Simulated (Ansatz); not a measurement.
Consider the hydrogenolysis of a C–O bond: `OC(F)[O][GeH3]` + H₂ → `OCF` + `[OH][GeH3]`.

Gas-phase electronic energies from Ansatz, PBE0-D4/def2-TZVP geometries. CCSD(T)/CBS is the MP2 limit (def2-TZVPP, def2-QZVPP) plus CCSD(T) − MP2 in def2-TZVPP, frozen cores. This one scheme is used for every species. Functionals use def2-TZVPP. For Ge outer-core shells are correlated without core-valence functions, which leaves a few kJ/mol of doubt a bond. Scalar relativity is left out up to krypton. One conformer a species, not always the lowest.

`OC(F)[O][GeH3]`:

```xyz
10

O     1.157   -0.964    0.205
C     0.763    0.150    0.920
F     1.481    1.237    0.429
O    -0.554    0.344    0.779
Ge   -1.328    0.069   -0.838
H     2.118   -0.984    0.163
H     1.020    0.086    1.984
H    -0.446    0.659   -1.943
H    -1.568   -1.432   -1.023
H    -2.644    0.836   -0.677
```

H₂:

```xyz
2

H    -0.282   -0.182    0.162
H     0.282    0.182   -0.162
```

`OCF`:

Z-matrix (Å, degrees):
```
C
F 1 1.381
O 1 1.370 2 111.1
H 1 1.091 2 107.8 3 -117.4
H 1 1.096 2 106.3 3 123.2
H 3 0.962 1 109.3 2 70.7
```

`[OH][GeH3]`:

Cartesian coordinates in Å:
```
O 0.150 -1.149 -0.735
Ge 0.046 0.429 0.089
H -0.275 -1.852 -0.241
H 0.773 1.395 -0.850
H 0.737 0.350 1.464
H -1.431 0.828 0.274
```

```
        level  ΔE (kJ/mol)
       B2PLYP        -35.4
MP2/CBS(def2)        -32.2
```

What does CCSD(T)/CBS give? (Estimate.)

Computed: -32.1 kJ/mol. The listed levels differ from it by -3.3, -0.1 kJ/mol.

Largest T1 diagnostic among the species: 0.012.

In def2-TZVPP, CCSD(T) changes the Hartree–Fock value by +14.5 kJ/mol (the triples alone add +4.9 kJ/mol) and MP2 by +14.4 kJ/mol. The D4 term adds +10.8 kJ/mol with B3LYP and +5.8 kJ/mol with PBE0; it sums over pairs of atoms, weighted by their polarisabilities, and B3LYP, whose exchange is more repulsive, gets the larger term.

B3LYP here is the variant with VWN-RPA as its local correlation; programs differ in this.
